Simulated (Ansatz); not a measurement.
Geometry optimisation, RKS PBE/def2-SVP (Ansatz).

Input file:

```yaml
crystal:
  periodic: [false, false, false]
  atoms:
    - { symbol: B, position_ang: [0.0, 0.0, 0.0] }
    - { symbol: H, position_ang: [0.0, 0.0, 1.54] }
    - { symbol: Cl, position_ang: [1.6108, 0.0, -0.93] }
    - { symbol: Cl, position_ang: [-1.6108, 0.0, -0.93] }
    - { symbol: F, position_ang: [0.0677, -1.5359, 0.5108] }
    - { symbol: H, position_ang: [0.0382, -0.8667, 1.4996] }
basis:
  gaussian: { orbitals: def2-SVP }
hamiltonian:
  xc: pbe
relax:
  f_tol: 0.15
  max_steps: 25
  restrain:
    - { distance: [0, 4], at: 1.32, k: 30.0 }
    - { distance: [5, 1], at: 0.66, k: 30.0 }
    - { distance: [0, 1], at: 2.39, k: 30.0 }
    - { distance: [5, 4], at: 2.12, k: 30.0 }
```

Command:

```bash
$ ansatz run input.yaml --threads 1 --pin off --max-ram 2048MiB --backend cpu --events-out ev --progress --plain --runs-dir out
```

**Question.** Where does it end, and by what steps?

**Answer.** The forces met the threshold. The restraints hold the end off the free minimum. After 7 steps the energy has fallen by 3.068 eV (the restraints' own energy left out); B1 moved furthest, 0.72 Å.

| step | energy less start (eV) | largest force component (eV/Å) | accepted |
| --- | --- | --- | --- |
| 0 | 0.0000 | 3.773 | yes |
| 1 | -0.7818 | 5.212 | yes |
| 2 | -1.9520 | 4.270 | yes |
| 3 | -2.7048 | 2.339 | yes |
| 4 | -3.0146 | 1.208 | yes |
| 5 | -3.0664 | 1.412 | yes |
| 6 | -3.0865 | 1.035 | no |
| 7 | -3.0684 | 1.825 | yes |

```xyz
6
Properties=species:S:1:pos:R:3
B 0.013 -0.574 -0.436
H 0.021 0.146 1.852
Cl 1.533 0.216 -0.827
Cl -1.525 0.169 -0.851
F 0.028 -1.784 0.099
H 0.036 -0.576 1.854
```

Time of the run: 14 s on 1 thread of Intel(R) Xeon(R) Platinum 8488C (Sapphire Rapids), with other jobs on the host, peak memory 0.15 GiB.
